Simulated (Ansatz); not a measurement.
`BC(Cl)BO` + `C/C=N/C` → `C/N=C(\C)BO` + `BCCl`  (formal exchange of groups at a B–C bond)

Isolated molecules relaxed with PBE0-D4/def2-TZVP in Ansatz; ΔE leaves out vibrations. CCSD(T)/CBS adds triple-zeta CCSD(T) − MP2 to the extrapolated MP2 energy (def2 sets, frozen cores). Double bonds are as drawn, so ΔE can hold a change between cis and trans. DFT in def2-TZVPP. B3LYP here is the variant with VWN-RPA as its local correlation; programs differ in this. One conformer a species, not always the lowest.

```tsv
level	ΔE (kJ/mol)	difference from CCSD(T)/CBS
PBE-D4	41.5	5.9
PBE0-D4	40.0	4.4
B3LYP-D4	36.9	1.3
ωB97X-V	35.7	0.1
ωB97M-V	37.5	1.9
PBE	42.1	6.5
r2SCAN	40.7	5.1
PBE0	40.5	4.9
MP2/def2-TZVPP	36.9	1.3
SCS-MP2/def2-TZVPP	34.3	-1.3
CCSD/def2-TZVPP	35.0	-0.6
CCSD(T)/def2-TZVPP	35.7	0.1
HF/def2-QZVPP	32.9	-2.7
MP2/def2-QZVPP	36.9	1.3
SCS-MP2/def2-QZVPP	34.3	-1.3
CCSD/CBS(def2)	34.9	-0.7
CCSD(T)/CBS	35.6	0
```

Largest T1 diagnostic among the species: 0.013.
